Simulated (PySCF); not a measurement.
# One molecule, several mistakes: CGeH6NSi

Calculated results; nothing here was measured. The program is PySCF 2.14.0, an open-source quantum chemistry code, run on an isolated molecule that a program drew, which may never have been made. The molecule is CGeH6NSi (charge 0, doublet), drawn as the SMILES string `N=[SiH][CH2][GeH2]`.

Each row is a Hartree-Fock (HF) and frozen-core CCSD(T) single point in the cc-pV(D+d)Z basis, meant for a local HF minimum. Run 1 is clean. Each other run has one planted mistake out of seven kinds, and not every kind appears here: one electron removed, one electron added, multiplicity raised by two, geometry at a saddle point, minimal basis STO-3G, one bond length entered in bohr, all coordinates scaled. The reference is restricted for singlets and unrestricted otherwise, and also for a bond in bohr. Adding or removing an electron swaps singlet and doublet. Electrons count all cores. HOMO and LUMO are orbital energies over both spins, the gradient is its largest component, and the lowest frequency (negative if imaginary) is given only where the gradient is small. Bond lengths are over the 9 bonds as drawn. T1 is the CCSD diagnostic: over 0.02 (restricted) or 0.045 (unrestricted) a single reference is doubtful. Germanium has the cc-pVDZ-PP basis, with a core potential (ECP10MDF) in place of its 10 inner electrons, and its 3s, 3p and 3d shells are frozen in CCSD(T).

Geometry of the clean run:
```xyz
10
CGeH6NSi, angstrom
N     2.2425   -0.2535    0.0104
Si    0.9107   -0.8535   -0.5742
C    -0.8133   -0.9349    0.1282
Ge   -2.0604    0.4060   -0.6447
H     2.3252    0.1748    0.9138
H     0.9601   -1.4411   -1.9217
H    -1.2386   -1.9221   -0.0771
H    -0.7915   -0.7857    1.2102
H    -2.1729    0.2258   -2.1670
H    -1.5910    1.8316   -0.3175
```

```
run  electrons  basis functions  <S^2>  HOMO (eV)  LUMO (eV)  gradient (hartree/bohr)  lowest frequency (cm^-1)  mean bond (Å)  longest bond (Å)      T1  HF (hartree)  CCSD(T) (hartree)                          mistake
  1         65              104  0.765      -8.89       0.63                  3.0e-05                        55         1.4621             1.988  0.0184    -678.06195         -678.61939                         no fault
  2         65              104  3.780      -5.53       0.29                  1.3e-01                         -         1.4621             1.988  0.0133    -677.95471         -678.46720       multiplicity raised by two
  3         66              104  0.000      -1.10       7.11                  6.3e-02                         -         1.4621             1.988  0.0178    -678.06765         -678.65167               one electron added
  4         65              104  1.177      -8.93       0.21                  2.3e-02                         -         1.6140             2.905  0.0373    -677.97593         -678.52288  one bond length entered in bohr
  5         64              104  0.000     -14.02      -7.10                  7.3e-02                         -         1.4621             1.988  0.0351    -677.76646         -678.33016                                ?
```

**Which mistake was planted in run 5, and what did it cost?**

It counts 64 electrons, one fewer than the clean run, at the same geometry and basis. So the mistake is: one electron removed. Subtracting run 1 and multiplying by 627.51 kcal/mol a hartree, the energy moved by 185.4 kcal/mol in HF and 181.5 kcal/mol in CCSD(T).

Cautions from the logs. Run 5: T1 is over the limit, so its CCSD(T) energy is less reliable.
